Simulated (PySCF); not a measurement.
Compound: C8H6S.
SMILES: `c1ccc2cscc2c1`

Method used: PySCF, PBE0/def2-SV(P) geometry optimisation, gas phase.

Take the most abundant isotopes and a rigid rotor. 

Problem. Give the principal moments of inertia and the rotational constants in cm⁻¹.

Solution. Ia = 137.03, Ib = 438.60, Ic = 575.62 u·Å²; 505379 MHz·u·Å²/I gives 3688, 1152 and 878.0 MHz, that is A = 0.12302, B = 0.03844, C = 0.02929 cm⁻¹.

Problem. What kind of rotor is it?

Solution. An asymmetric top: κ = (2 × 1152 − 3688 − 878.0)/(3688 − 878.0) = -0.80.

Problem. What does the inertial defect say?

Solution. Planar: Δ = Ic − Ia − Ib = 0.00 u·Å². For a rigid frame Δ = −2 Σ m c², so it vanishes when all atoms lie in the ab plane; here none is more than 0.01 Å from it.

Problem. List the rotational levels J(Ka,Kc) to J = 5 (K).

Solution. Above 0(0,0), as E/k:
J = 1: 1(0,1) 0.097, 1(1,1) 0.219, 1(1,0) 0.232
J = 2: 2(0,2) 0.291, 2(1,2) 0.401, 2(1,1) 0.440, 2(2,1) 0.805, 2(2,0) 0.806
J = 3: 3(0,3) 0.580, 3(1,3) 0.673, 3(1,2) 0.752, 3(2,2) 1.098, 3(2,1) 1.103, 3(3,1) 1.740, 3(3,0) 1.740
J = 4: 4(0,4) 0.960, 4(1,4) 1.034, 4(1,3) 1.166, 4(2,3) 1.487, 4(2,2) 1.501, 4(3,2) 2.131, 4(3,1) 2.132, 4(4,1) 3.028, 4(4,0) 3.028
J = 5: 5(0,5) 1.428, 5(1,5) 1.485, 5(1,4) 1.681, 5(2,4) 1.972, 5(2,3) 2.005, 5(3,3) 2.622, 5(3,2) 2.623, 5(4,2) 3.517, 5(4,1) 3.517, 5(5,1) 4.670, 5(5,0) 4.670
The levels of one J sum to (2J + 1)J(J + 1)(A + B + C)/3.

The dipole components are |μa| = 0.01 D, |μb| = 0.00 D, |μc| = 0.00 D.

No PBE0/def2-SV(P) frequencies stand behind this structure, so it isn't proved a minimum. These are rigid-rotor constants of the computed structure; measured ground-state constants (B0) also hold zero-point vibration.
